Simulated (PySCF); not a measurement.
P 2p3/2 core levels and what the atom is bonded to

Gas-phase molecules, one conformer each, relaxed by PBE0-D3(BJ)/def2-SVP with no frequency check. Core levels by delta-SCF with SCAN, pcX-2 on the ionised atom and pcseg-1 elsewhere, spin-free X2C (2p3/2 is the spin-free 2p value less a third of a first-order spin-orbit splitting); energies from the vacuum level.

```
                                    structure (SMILES)  P bonded to  mean electronegativity of these (Pauling)  P 2p3/2 (eV)
[AlH-]12[PH+]3[AlH-]4[PH+]1[AlH-]1[PH+]2[AlH-]3[PH+]41   3 Al + 1 H                                       1.76        135.19
             [AlH2-]1[PH2+][AlH2-][PH2+][AlH2-][PH2+]1   2 Al + 2 H                                       1.91        136.56
                     C=[CH][GaH-]1[PH2+][GaH2-][PH2+]1   2 Ga + 2 H                                       2.00        136.28
           [SiH3][BH-]1[PH2+][BH2-][PH2+][BH2-][PH2+]1    2 B + 2 H                                       2.12        137.01
                                            NP(N)(N)=O    3 N + 1 O                                       3.14        138.76
                                      O=P(O)(O)S[SiH3]    3 O + 1 S                                       3.23             ?
                                       O=P(O)(O)NB(O)O    1 N + 3 O                                       3.34        140.24
                           [CH3][GeH]([F])[O]P(=O)(O)O          4 O                                       3.44        140.09
```

Question: Fit a straight line to the complete rows and predict the core level of P in O=P(O)(O)S[SiH3], bonded to 3 O + 1 S.

Answer: E = 131.140 + 2.606·χ (7 points, rms 0.39 eV, correlation 0.977). At 3.23 this gives 139.56 eV; the calculation itself gave 139.98 eV, so the fit is off by 0.42.

For scale, for O=P(O)(O)S[SiH3]: the job took 31 s on 1 thread of Arm Neoverse V2 (aarch64), shared host, peak memory 0.55 GiB, launched as `OMP_NUM_THREADS=1 python cluster_run.py task.json out`.
